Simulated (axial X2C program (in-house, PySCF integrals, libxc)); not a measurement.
**Potential curves of TiF⁻, two-component**

Computed with an in-house all-electron X2C program for linear molecules (integrals from PySCF). Two-component (2c) means X2C with spin–orbit coupling and atomic mean-field two-electron Coulomb and Gaunt terms. Basis: Ti dyall-acv3z [11s11p7d4f2g], F dyall-av3z [7s6p3d2f] (cores contracted in-house); Gaussian nuclei, density fitting, unrestricted open shells. Masses: Ti 47.948 u, F 18.998 u.

State: Ω = 1 (⟨Sz⟩ = 1.00, ⟨Lz⟩ = 0.00 at PBE0). Energies in eV from the lowest point of each curve. Fits are polynomials in 1 − R0/R over 0.85 to 1.23 times the lowest point R0.

```json
{"R (Å)": "1.6580", "PBE0": "0.3310"}
{"R (Å)": "1.7127", "PBE0": "0.1270"}
{"R (Å)": "1.7673", "PBE0": "0.0251"}
{"R (Å)": "1.8220", "PBE0": "0.0000"}
{"R (Å)": "1.8858", "PBE0": "0.0421"}
{"R (Å)": "1.9495", "PBE0": "0.1383"}
{"R (Å)": "2.0315", "PBE0": "0.3136"}
```

One determinant describes the state; a PBE0 search over occupations chose it and may have missed a lower one. Density functionals use the spin component along the axis (collinear). Other states lie close and PBE0, whose exact exchange favours high spin, may order them wrongly; the determinant shown need not be the ground state. The nearest other 2c determinant of the search, Ω = 2, lies 0.19 eV up at the distance of the search. With several unpaired electrons one determinant need not be a pure state. Open-shell Ω = 0 determinants with evenly filled partner blocks cannot be reached by this program, so the Ω shown need not be the lowest component. The highest occupied level of some functionals is positive through self-interaction error; at Hartree–Fock it is bound. The determinant is spin-polarised beyond a pure state at some levels (its spin-free form has ⟨S²⟩ too high), which makes Re and μ there less reliable.

Problem. What are Re and ωe at the PBE0 level?

Solution. At PBE0, 2c: Re = 1.816 Å, ωe ≈ 628 cm⁻¹; Be follows as 0.376 cm⁻¹.
